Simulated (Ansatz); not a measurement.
Geometry optimisation of Sn₁₀O₄H₁₆⁻.

```yaml
crystal:
  periodic: [false, false, false]
  atoms:
    - {symbol: Sn, position_ang: [-2.302783, 1.306300, -1.456863]}
    - {symbol: Sn, position_ang: [1.604920, -1.536558, -1.543993]}
    - {symbol: Sn, position_ang: [-1.375492, -1.639441, 1.877980]}
    - {symbol: Sn, position_ang: [2.196491, 2.304633, 1.492692]}
    - {symbol: Sn, position_ang: [-3.484868, -0.492099, 0.375329]}
    - {symbol: Sn, position_ang: [0.075743, -3.299723, 0.078777]}
    - {symbol: Sn, position_ang: [-0.047575, 0.354287, -2.875514]}
    - {symbol: Sn, position_ang: [-1.021389, 3.558214, -0.324546]}
    - {symbol: Sn, position_ang: [3.356318, 0.115523, -0.057030]}
    - {symbol: Sn, position_ang: [-0.044304, 0.797983, 2.567421]}
    - {symbol: O, position_ang: [2.611166, -2.532217, -3.016417]}
    - {symbol: O, position_ang: [-2.447610, -2.678579, 3.276036]}
    - {symbol: O, position_ang: [2.007285, 0.479385, 3.173235]}
    - {symbol: O, position_ang: [1.034174, 3.112058, -0.425325]}
    - {symbol: H, position_ang: [-3.443698, 2.050638, -2.548009]}
    - {symbol: H, position_ang: [1.977040, -2.942426, -3.637978]}
    - {symbol: H, position_ang: [-1.845370, -2.981441, 3.984303]}
    - {symbol: H, position_ang: [2.391189, -0.384567, 2.920448]}
    - {symbol: H, position_ang: [-4.400353, -1.589051, -0.612622]}
    - {symbol: H, position_ang: [-4.616858, 0.428494, 1.316948]}
    - {symbol: H, position_ang: [-0.951089, -4.399719, -0.798224]}
    - {symbol: H, position_ang: [1.178995, -4.288236, 0.993891]}
    - {symbol: H, position_ang: [-0.506028, -0.010772, -4.513603]}
    - {symbol: H, position_ang: [0.943324, 1.806677, -3.017400]}
    - {symbol: H, position_ang: [1.245093, 2.702750, -1.294846]}
    - {symbol: H, position_ang: [-1.085363, 5.015297, -1.276507]}
    - {symbol: H, position_ang: [4.594639, 0.524993, -1.216502]}
    - {symbol: H, position_ang: [4.145801, -0.980323, 1.060055]}
    - {symbol: H, position_ang: [-1.086156, 3.990979, 1.352329]}
    - {symbol: H, position_ang: [-0.703222, 1.206971, 4.145925]}
basis:
  gaussian: {orbitals: def2-SVP}
total_charge: -1
magnetization: {spin_polarized: true, initial_magnetization: 1}
hamiltonian: {xc: pbe, dispersion: d4}
scf: {lower_state_search: "off"}
output: {orbitals: {seedname: orbitals}}
relax: {f_tol: 0.03, max_steps: 70}
```

```sh
$ ansatz run in.yaml --threads 2 --pin off --events-out ev --progress --plain --max-ram 22528MiB --backend cuda --devices 0, --max-vram 18GiB
```

It prints (some lines left out):

```
Functional definition: PBE
mean field -66753.80697298 eV, -2453.1571589017 hartree, gradient 6.3e-6 eV, S^2 0.752321; 0 other end points of the search recorded, 0 dependent functions left out
relax step   1: F+E_penalty+E_count = -66755.56513707 eV  Δ(F+E_penalty+E_count) = +0.000e0 eV  max|allowed force component| = 6.538e-1 eV/Å  Δτ_max = 0.0000 Å  (29 SCF iters, accepted)
mean field -66754.10545089 eV, -2453.1681277625 hartree, gradient 2.9e-6 eV, S^2 0.752828; 0 other end points of the search recorded, 0 dependent functions left out
relax step   2: F+E_penalty+E_count = -66755.84546537 eV  Δ(F+E_penalty+E_count) = -2.803e-1 eV  max|allowed force component| = 3.704e-1 eV/Å  Δτ_max = 0.1946 Å  (30 SCF iters, accepted)
mean field -66754.19205044 eV, -2453.1713102370 hartree, gradient 2.2e-6 eV, S^2 0.752861; 0 other end points of the search recorded, 0 dependent functions left out
relax step   3: F+E_penalty+E_count = -66755.93887372 eV  Δ(F+E_penalty+E_count) = -9.341e-2 eV  max|allowed force component| = 2.729e-1 eV/Å  Δτ_max = 0.1411 Å  (28 SCF iters, accepted)
mean field -66754.24347819 eV, -2453.1732001720 hartree, gradient 2.2e-6 eV, S^2 0.753020; 0 other end points of the search recorded, 0 dependent functions left out
relax step   4: F+E_penalty+E_count = -66755.99628234 eV  Δ(F+E_penalty+E_count) = -5.741e-2 eV  max|allowed force component| = 6.739e-1 eV/Å  Δτ_max = 0.1739 Å  (28 SCF iters, accepted)
mean field -66754.29623041 eV, -2453.1751387804 hartree, gradient 1.9e-6 eV, S^2 0.753184; 0 other end points of the search recorded, 0 dependent functions left out
relax step   5: F+E_penalty+E_count = -66756.05319632 eV  Δ(F+E_penalty+E_count) = -5.691e-2 eV  max|allowed force component| = 2.374e-1 eV/Å  Δτ_max = 0.2000 Å  (27 SCF iters, accepted)
mean field -66754.31228770 eV, -2453.1757288748 hartree, gradient 4.0e-6 eV, S^2 0.753267; 0 other end points of the search recorded, 0 dependent functions left out
relax step   6: F+E_penalty+E_count = -66756.07732629 eV  Δ(F+E_penalty+E_count) = -2.413e-2 eV  max|allowed force component| = 8.049e-2 eV/Å  Δτ_max = 0.2000 Å  (23 SCF iters, accepted)
mean field -66754.32362908 eV, -2453.1761456628 hartree, gradient 1.8e-6 eV, S^2 0.753382; 0 other end points of the search recorded, 0 dependent functions left out
relax step   7: F+E_penalty+E_count = -66756.09377414 eV  Δ(F+E_penalty+E_count) = -1.645e-2 eV  max|allowed force component| = 2.192e-1 eV/Å  Δτ_max = 0.1950 Å  (24 SCF iters, accepted)
mean field -66754.32974049 eV, -2453.1763702532 hartree, gradient 3.7e-6 eV, S^2 0.753489; 0 other end points of the search recorded, 0 dependent functions left out
relax step   8: F+E_penalty+E_count = -66756.10332796 eV  Δ(F+E_penalty+E_count) = -9.554e-3 eV  max|allowed force component| = 3.574e-1 eV/Å  Δτ_max = 0.1952 Å  (24 SCF iters, accepted)
mean field -66754.33299542 eV, -2453.1764898698 hartree, gradient 3.0e-6 eV, S^2 0.753539; 0 other end points of the search recorded, 0 dependent functions left out
relax step   9: F+E_penalty+E_count = -66756.10824379 eV  Δ(F+E_penalty+E_count) = -4.916e-3 eV  max|allowed force component| = 1.892e-1 eV/Å  Δτ_max = 0.1171 Å  (23 SCF iters, accepted)
mean field -66754.33822127 eV, -2453.1766819160 hartree, gradient 2.6e-6 eV, S^2 0.753501; 0 other end points of the search recorded, 0 dependent functions left out
relax step  10: F+E_penalty+E_count = -66756.11362224 eV  Δ(F+E_penalty+E_count) = -5.378e-3 eV  max|allowed force component| = 1.608e-1 eV/Å  Δτ_max = 0.0509 Å  (23 SCF iters, accepted)
mean field -66754.33855566 eV, -2453.1766942049 hartree, gradient 2.9e-6 eV, S^2 0.753452; 0 other end points of the search recorded, 0 dependent functions left out
relax step  11: F+E_penalty+E_count = -66756.11604527 eV  Δ(F+E_penalty+E_count) = -2.423e-3 eV  max|allowed force component| = 9.531e-2 eV/Å  Δτ_max = 0.0218 Å  (23 SCF iters, accepted)
mean field -66754.32790743 eV, -2453.1763028895 hartree, gradient 1.6e-6 eV, S^2 0.753437; 0 other end points of the search recorded, 0 dependent functions left out
relax step  12: F+E_penalty+E_count = -66756.10735690 eV  Δ(F+E_penalty+E_count) = +8.688e-3 eV  max|allowed force component| = 1.302e-1 eV/Å  Δτ_max = 0.0972 Å  (23 SCF iters, rejected (line search))
mean field -66754.33878420 eV, -2453.1767026034 hartree, gradient 2.7e-6 eV, S^2 0.753445; 0 other end points of the search recorded, 0 dependent functions left out
relax step  13: F+E_penalty+E_count = -66756.11807360 eV  Δ(F+E_penalty+E_count) = -2.028e-3 eV  max|allowed force component| = 5.424e-2 eV/Å  Δτ_max = 0.0464 Å  (23 SCF iters, accepted)
mean field -66754.33801146 eV, -2453.1766742055 hartree, gradient 2.6e-6 eV, S^2 0.753438; 0 other end points of the search recorded, 0 dependent functions left out
relax step  14: F+E_penalty+E_count = -66756.11882905 eV  Δ(F+E_penalty+E_count) = -7.555e-4 eV  max|allowed force component| = 5.036e-2 eV/Å  Δτ_max = 0.0395 Å  (23 SCF iters, accepted)
mean field -66754.33717140 eV, -2453.1766433340 hartree, gradient 1.8e-6 eV, S^2 0.753435; 0 other end points of the search recorded, 0 dependent functions left out
relax step  15: F+E_penalty+E_count = -66756.11923760 eV  Δ(F+E_penalty+E_count) = -4.085e-4 eV  max|allowed force component| = 6.732e-2 eV/Å  Δτ_max = 0.0272 Å  (23 SCF iters, accepted)
mean field -66754.33660832 eV, -2453.1766226411 hartree, gradient 2.3e-6 eV, S^2 0.753437; 0 other end points of the search recorded, 0 dependent functions left out
relax step  16: F+E_penalty+E_count = -66756.11964441 eV  Δ(F+E_penalty+E_count) = -4.068e-4 eV  max|allowed force component| = 8.344e-2 eV/Å  Δτ_max = 0.0366 Å  (23 SCF iters, accepted)
mean field -66754.33582313 eV, -2453.1765937863 hartree, gradient 2.2e-6 eV, S^2 0.753434; 0 other end points of the search recorded, 0 dependent functions left out
relax step  17: F+E_penalty+E_count = -66756.11983490 eV  Δ(F+E_penalty+E_count) = -1.905e-4 eV  max|allowed force component| = 1.305e-1 eV/Å  Δτ_max = 0.0326 Å  (23 SCF iters, accepted)
mean field -66754.33598384 eV, -2453.1765996921 hartree, gradient 2.6e-6 eV, S^2 0.753438; 0 other end points of the search recorded, 0 dependent functions left out
relax step  18: F+E_penalty+E_count = -66756.11993751 eV  Δ(F+E_penalty+E_count) = -1.026e-4 eV  max|allowed force component| = 1.864e-1 eV/Å  Δτ_max = 0.0273 Å  (22 SCF iters, accepted)
mean field -66754.33704767 eV, -2453.1766387871 hartree, gradient 1.8e-6 eV, S^2 0.753431; 0 other end points of the search recorded, 0 dependent functions left out
relax step  19: F+E_penalty+E_count = -66756.12049091 eV  Δ(F+E_penalty+E_count) = -5.534e-4 eV  max|allowed force component| = 1.797e-1 eV/Å  Δτ_max = 0.0402 Å  (22 SCF iters, accepted)
mean field -66754.33772880 eV, -2453.1766638183 hartree, gradient 1.5e-6 eV, S^2 0.753425; 0 other end points of the search recorded, 0 dependent functions left out
[...]
mean field -66754.32329689 eV, -2453.1761334551 hartree, gradient 2.8e-6 eV, S^2 0.753415; 0 other end points of the search recorded, 0 dependent functions left out
relax step  23: F+E_penalty+E_count = -66756.10854585 eV  Δ(F+E_penalty+E_count) = +1.476e-2 eV  max|allowed force component| = 1.196e0 eV/Å  Δτ_max = 0.0975 Å  (23 SCF iters, rejected (line search))
mean field -66754.33957787 eV, -2453.1767317704 hartree, gradient 2.4e-6 eV, S^2 0.753409; 0 other end points of the search recorded, 0 dependent functions left out
relax step  24: F+E_penalty+E_count = -66756.12426876 eV  Δ(F+E_penalty+E_count) = -9.592e-4 eV  max|allowed force component| = 1.697e-2 eV/Å  Δτ_max = 0.0219 Å  (22 SCF iters, accepted)
mean field -66754.34103363 eV, -2453.1767852684 hartree, gradient 2.5e-6 eV, S^2 0.753410; 0 other end points of the search recorded, 0 dependent functions left out
relax step  25: F+E_penalty+E_count = -66756.12572015 eV  Δ(F+E_penalty+E_count) = -1.451e-3 eV  max|allowed force component| = 2.050e-1 eV/Å  Δτ_max = 0.0498 Å  (23 SCF iters, accepted)
mean field -66754.34091337 eV, -2453.1767808490 hartree, gradient 2.0e-6 eV, S^2 0.753395; 0 other end points of the search recorded, 0 dependent functions left out
relax step  26: F+E_penalty+E_count = -66756.12628540 eV  Δ(F+E_penalty+E_count) = -5.653e-4 eV  max|allowed force component| = 4.689e-1 eV/Å  Δτ_max = 0.0749 Å  (23 SCF iters, accepted)
mean field -66754.34418714 eV, -2453.1769011577 hartree, gradient 1.8e-6 eV, S^2 0.753462; 0 other end points of the search recorded, 0 dependent functions left out
relax step  27: F+E_penalty+E_count = -66756.12889394 eV  Δ(F+E_penalty+E_count) = -2.609e-3 eV  max|allowed force component| = 1.382e-1 eV/Å  Δτ_max = 0.1125 Å  (23 SCF iters, accepted)
mean field -66754.31215992 eV, -2453.1757241790 hartree, gradient 4.4e-6 eV, S^2 0.753319; 0 other end points of the search recorded, 0 dependent functions left out
relax step  28: F+E_penalty+E_count = -66756.08729445 eV  Δ(F+E_penalty+E_count) = +4.160e-2 eV  max|allowed force component| = 2.013e-1 eV/Å  Δτ_max = 0.1688 Å  (24 SCF iters, rejected (line search))
mean field -66754.34891595 eV, -2453.1770749382 hartree, gradient 1.9e-6 eV, S^2 0.753355; 0 other end points of the search recorded, 0 dependent functions left out
relax step  29: F+E_penalty+E_count = -66756.13156992 eV  Δ(F+E_penalty+E_count) = -2.676e-3 eV  max|allowed force component| = 1.077e-1 eV/Å  Δτ_max = 0.0844 Å  (23 SCF iters, accepted)
mean field -66754.33439430 eV, -2453.1765412775 hartree, gradient 1.3e-6 eV, S^2 0.753375; 0 other end points of the search recorded, 0 dependent functions left out
relax step  30: F+E_penalty+E_count = -66756.12265884 eV  Δ(F+E_penalty+E_count) = +8.911e-3 eV  max|allowed force component| = 1.186e-1 eV/Å  Δτ_max = 0.0844 Å  (23 SCF iters, rejected (line search))
mean field -66754.34950574 eV, -2453.1770966126 hartree, gradient 2.4e-6 eV, S^2 0.753338; 0 other end points of the search recorded, 0 dependent functions left out
relax step  31: F+E_penalty+E_count = -66756.13389030 eV  Δ(F+E_penalty+E_count) = -2.320e-3 eV  max|allowed force component| = 4.811e-2 eV/Å  Δτ_max = 0.0412 Å  (21 SCF iters, accepted)
mean field -66754.34948769 eV, -2453.1770959493 hartree, gradient 2.0e-6 eV, S^2 0.753339; 0 other end points of the search recorded, 0 dependent functions left out
relax step  32: F+E_penalty+E_count = -66756.13464065 eV  Δ(F+E_penalty+E_count) = -7.503e-4 eV  max|allowed force component| = 3.289e-2 eV/Å  Δτ_max = 0.0422 Å  (22 SCF iters, accepted)
mean field -66754.34868941 eV, -2453.1770666133 hartree, gradient 2.2e-6 eV, S^2 0.753327; 0 other end points of the search recorded, 0 dependent functions left out
relax step  33: F+E_penalty+E_count = -66756.13527118 eV  Δ(F+E_penalty+E_count) = -6.305e-4 eV  max|allowed force component| = 1.218e-2 eV/Å  Δτ_max = 0.0633 Å  (22 SCF iters, accepted)
mean field -66754.34789256 eV, -2453.1770373295 hartree, gradient 2.4e-6 eV, S^2 0.753326; 0 other end points of the search recorded, 0 dependent functions left out
relax step  34: F+E_penalty+E_count = -66756.13531221 eV  Δ(F+E_penalty+E_count) = -4.103e-5 eV  max|allowed force component| = 1.227e-1 eV/Å  Δτ_max = 0.0789 Å  (22 SCF iters, accepted)
mean field -66754.34822319 eV, -2453.1770494798 hartree, gradient 2.4e-6 eV, S^2 0.753331; 0 other end points of the search recorded, 0 dependent functions left out
relax step  35: F+E_penalty+E_count = -66756.13568218 eV  Δ(F+E_penalty+E_count) = -3.700e-4 eV  max|allowed force component| = 2.866e-2 eV/Å  Δτ_max = 0.0130 Å  (17 SCF iters, accepted)
Total energy: -66756.13577196 eV, -2453.2427406855 hartree
Atom 0 at    -2.267788     1.206059    -1.227574 Å, force    -0.001159     0.000270    -0.001399 eV/Å
Atom 1 at     1.631309    -1.496600    -1.314376 Å, force     0.000675    -0.001314    -0.000090 eV/Å
Atom 2 at    -1.307679    -2.098674     2.472848 Å, force     0.000201    -0.001567    -0.002558 eV/Å
Atom 3 at     2.251099     2.552771     1.340522 Å, force     0.001164     0.000239    -0.002042 eV/Å
Atom 4 at    -3.204649    -0.604240     0.782552 Å, force     0.002099     0.000443    -0.000584 eV/Å
Atom 5 at    -0.100332    -3.255802     0.108129 Å, force     0.001398     0.001763     0.002869 eV/Å
Atom 6 at    -0.027208     0.329098    -2.735416 Å, force     0.000153    -0.000390    -0.001112 eV/Å
Atom 7 at    -0.970225     3.575190    -0.362969 Å, force    -0.001668     0.001365    -0.002282 eV/Å
Atom 8 at     3.453984     0.296547    -0.074763 Å, force     0.001593     0.000926    -0.000446 eV/Å
Atom 9 at     0.139056     0.713828     2.301985 Å, force     0.001004     0.000421     0.004063 eV/Å
Atom 10 at     2.676087    -2.508285    -2.775852 Å, force    -0.000112    -0.000206    -0.000379 eV/Å
Atom 11 at    -2.634340    -3.684527     2.875653 Å, force    -0.028664     0.012486     0.025309 eV/Å
Atom 12 at     2.195545     0.830234     3.108257 Å, force    -0.001516    -0.000830    -0.001332 eV/Å
Atom 13 at     1.095167     3.329034    -0.681822 Å, force     0.001122    -0.001300     0.000920 eV/Å
Atom 14 at    -3.446546     1.934799    -2.321117 Å, force    -0.000590     0.000175     0.000871 eV/Å
Atom 15 at     2.084602    -3.203959    -3.123891 Å, force     0.000669     0.000156     0.000630 eV/Å
Atom 16 at    -3.260493    -3.357550     3.553677 Å, force     0.023856    -0.014049    -0.027475 eV/Å
Atom 17 at     2.715097     0.050668     2.821764 Å, force     0.000467     0.000557    -0.000313 eV/Å
Atom 18 at    -4.282476    -1.559026    -0.230004 Å, force     0.000803    -0.000764     0.001590 eV/Å
Atom 19 at    -4.363779     0.447049     1.598847 Å, force    -0.000620    -0.000405     0.000215 eV/Å
Atom 20 at    -1.161680    -3.900104    -1.134843 Å, force    -0.000696     0.000820     0.000917 eV/Å
Atom 21 at     0.934660    -4.631341     0.459071 Å, force    -0.000530    -0.000718    -0.000232 eV/Å
Atom 22 at    -0.541774    -0.129626    -4.343941 Å, force     0.000048    -0.000578     0.001012 eV/Å
Atom 23 at     0.897639     1.810312    -3.053313 Å, force    -0.000949    -0.000103    -0.000407 eV/Å
Atom 24 at     1.220636     2.797489    -1.502203 Å, force    -0.000074     0.001290     0.000206 eV/Å
Atom 25 at    -1.255266     5.001574    -1.346676 Å, force    -0.000925     0.000432     0.001483 eV/Å
Atom 26 at     4.689060     0.514446    -1.303119 Å, force    -0.000121     0.000172     0.000321 eV/Å
Atom 27 at     4.285890    -0.696570     1.125621 Å, force    -0.000054     0.000712     0.000290 eV/Å
Atom 28 at    -0.890150     4.139160     1.281731 Å, force     0.001561    -0.001320     0.000072 eV/Å
Atom 29 at    -0.555426     1.598075     3.701211 Å, force     0.000865     0.001317    -0.000119 eV/Å
Dipole moment:    -0.241441     0.529621    -0.140831 e Å
Checks for a lower state left out: stability, starts, cluster_reference, orbital_swaps, neighbouring_geometries, increment
```

It took 3.1 min on 2 threads of AMD EPYC 7R13 on a shared host and a share (18 GiB) of an NVIDIA H100 80GB HBM3.

In the def2 sets Sn takes a core potential; there is no spin–orbit coupling. The relaxation made no stability test and no search for a lower SCF solution.
